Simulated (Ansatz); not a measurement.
System: CH₇OSi, charge 1, multiplicity 1. It need not be the lowest isomer of its formula. 
Coordinates optimised at B3LYP-D3(BJ)/def2-TZVP (Ansatz, an electronic-structure program):
```
O
H 1 0.9700
C 1 1.4905 2 112.72
H 3 1.0850 1 106.88 2 -49.25
H 3 1.0854 4 110.84 1 114.76
H 3 1.0859 4 112.68 5 126.36
Si 1 1.8018 2 119.09 3 159.61
H 7 1.4652 1 101.48 2 144.07
H 7 1.4660 8 116.77 1 107.58
H 7 1.4670 8 114.92 9 140.52
```
Charge +1, spin multiplicity 1.

Parts of the frozen-core correlation energy in cc-pwCVTZ (Ansatz, hartree). Frozen orbitals: 7; correlated occupied orbitals by spin: 10 and 10; virtual: 226 and 226. No spin-orbit coupling. No relativistic terms.

```json
[
 {"term": "reference (HF)", "value": "-405.56111"},
 {"term": "MP2 opposite-spin", "value": "(withheld)"},
 {"term": "MP2 same-spin", "value": "(withheld)"},
 {"term": "CCSD correlation", "value": "-0.58495"},
 {"term": "(T)", "value": "(withheld)"},
 {"term": "T1 diagnostic", "value": "0.009"},
 {"term": "largest doubles amplitude", "value": "0.020"}
]
```

Problem. Some entries are withheld; supply them.

Solution. 
- MP2 opposite-spin, value: -0.43419
- MP2 same-spin, value: -0.11135
- (T), value: -0.01869
